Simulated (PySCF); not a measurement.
K: excitation energy

K [Ar] 4s1 (2S) → K [Ar] 3d1 (2D), as a difference of total energies. Calculation: PySCF 2.14, in def2-TZVPPD (6s5p3d, 36 functions); no relativity, point nucleus. Correlated levels: valence and next inner shell: [Ne] frozen. The calculations carry no spin-orbit coupling.

| method | excitation energy (cm⁻¹) | difference from reference (cm⁻¹) |
| --- | --- | --- |
| UHF | 27472 | +5936 |
| LDA | 25281 | +3745 |
| PBE | 23829 | +2293 |
| PBE0 | 24626 | +3090 |
| r2SCAN | 24317 | +2781 |
| BLYP | 23759 | +2224 |
| r2SCANh | 24688 | +3152 |
| revPBE | 23132 | +1596 |
| PBEsol | 23980 | +2444 |
| MP2 (valence and next inner shell) | 28834 | +7298 |
| SCS-MP2 (valence and next inner shell) | 28612 | +7076 |

Reference: 21536 cm⁻¹ (measured; NIST levels, between the centres of gravity of the two terms).

These non-relativistic numbers lack the scalar-relativistic shift.

Errors of the correlated levels include the incompleteness of this basis and the frozen core.

In the upper state the promoted electron has a positive orbital energy at LDA, PBE, PBE0, r2SCAN, BLYP, r2SCANh, revPBE, PBEsol, so the basis confines it.
